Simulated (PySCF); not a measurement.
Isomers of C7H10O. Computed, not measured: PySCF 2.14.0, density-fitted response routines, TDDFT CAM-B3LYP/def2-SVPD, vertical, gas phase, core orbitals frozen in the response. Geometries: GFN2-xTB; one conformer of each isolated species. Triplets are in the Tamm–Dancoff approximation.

A. `C=CC1(C=C)CCO1`
B. `O=C1CC(C2CC2)C1`
C. `COC1=CCC(C)=C1`

Lowest singlet levels (six at most, fewer where fewer were computed) with oscillator strengths:

1. 188 nm (f 0.033); 179 nm (f 0.290); 174 nm (f 0.113); 172 nm (f 0.014); 170 nm (f 0.004); 167 nm (f 0.062); T1 4.40 eV
2. 246 nm (f 0.079); 216 nm (f 0.006); 198 nm (f 0.010); 191 nm (f 0.001); 184 nm (f 0.132); 178 nm (f 0.001); T1 3.21 eV
3. 291 nm (f 0.000); 178 nm (f 0.000); 176 nm (f 0.031); 164 nm (f 0.003); 161 nm (f 0.002); 157 nm (f 0.000); T1 3.73 eV

Question: Match each spectrum to its molecule.

Answer: 1 = A, 2 = C, 3 = B.
- A: S1 at 6.58 eV, HOMO-1→LUMO (83%), HOMO→LUMO (9%); Löwdin shares by element: HOMO carbon 85% or more (atoms not listed hold the other 15%); LUMO carbon 67% or more (atoms not listed hold the other 33%); HOMO -8.74 and LUMO 0.95 eV.
- B: S1 at 4.26 eV, HOMO→LUMO (91%); S1 has the pattern of n→π* at C=O; HOMO -8.59 and LUMO 0.45 eV; point group Cs, 3 of its 6 listed states under f = 0.0005.
- C: S1 at 5.04 eV, HOMO→LUMO (98%); Löwdin shares by element: HOMO carbon 74% or more (atoms not listed hold the other 26%); LUMO carbon 65% or more (atoms not listed hold the other 35%); HOMO -7.08 and LUMO 0.97 eV; point group Cs.
